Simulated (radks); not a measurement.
Q: The mean radii <r> (bohr) of the occupied orbitals of an atom or ion are listed with their occupations. Method: Dirac Kohn-Sham, PBEsol, spin-unpolarised, spherical densities, finite nucleus; Fermi nuclear charge, rms radius of each element as measured or else 0.836 A^(1/3) + 0.57 fm; computed with a radial shooting solver on a logarithmic mesh with Libxc functionals.

| orbital | occ. | <r> |
|---|---|---|
| 1s1/2 | 2 | 0.05850 |
| 2s1/2 | 2 | 0.2669 |
| 2p1/2 | 2 | 0.2336 |
| 2p3/2 | 4 | 0.2366 |
| 3s1/2 | 2 | 0.7957 |
| 3p1/2 | 2 | 0.8243 |
| 3p3/2 | 4 | 0.8324 |
| 3d3/2 | 4 | 0.9185 |

Name the element and its charge. Open shells, if any, fill j = l - 1/2 first.

A: Z = 26, iron, charge +4: Fe4+ in [Ar] 3d4. The 1s radius gives Z: for a bare nucleus <r> = (2 gamma + 1)/(2Z) with gamma = sqrt(1 - (Z/c)^2), 0.05699 bohr for Z = 26, and screening makes it slightly larger (0.05850 here). The occupations add up to 22, and the charge is Z minus that.
